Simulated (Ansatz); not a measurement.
Molecule (SMILES): [Al][Cl] (Al-Cl) (closed-shell singlet).
Geometry (B3LYP-D3(BJ)/def2-TZVP, fixed):
```
Al
Cl 1 2.1602
```

Basis-set convergence of the dipole moment at MP2 with Ansatz (an electronic-structure program). Dipoles come from the density behind the forces; the sign is taken along the dipole that this method gives in the largest set. The reference of a correlated method is not its basis-set limit, which lies further on. All functions are spherical. Cores are frozen. No added dispersion term, no relativity. Reference: the value in aug-pcseg-3, 1.736 D, itself unsure by roughly 0.014 D (its mean distance from aug-cc-pV(Q+d)Z, def2-QZVPPD). Deviations are taken from unrounded values.

```json
[
 {"basis": "STO-3G", "functions": "18", "dipole moment (D)": "4.372", "minus reference (D)": "2.636"},
 {"basis": "6-31G", "functions": "26", "dipole moment (D)": "2.611", "minus reference (D)": "0.875"},
 {"basis": "aug-pcseg-1", "functions": "54", "dipole moment (D)": "1.765", "minus reference (D)": "0.029"},
 {"basis": "cc-pV(T+d)Z", "functions": "78", "dipole moment (D)": "1.615", "minus reference (D)": "-0.121"},
 {"basis": "aug-pcseg-2", "functions": "100", "dipole moment (D)": "1.746", "minus reference (D)": "0.010"},
 {"basis": "aug-cc-pV(T+d)Z", "functions": "110", "dipole moment (D)": "1.719", "minus reference (D)": "-0.017"},
 {"basis": "cc-pV(Q+d)Z", "functions": "128", "dipole moment (D)": "1.698", "minus reference (D)": "-0.038"},
 {"basis": "def2-QZVPP", "functions": "140", "dipole moment (D)": "1.708", "minus reference (D)": "-0.028"},
 {"basis": "aug-pcseg-3", "functions": "178", "dipole moment (D)": "1.736", "minus reference (D)": "0.000"}
]
```
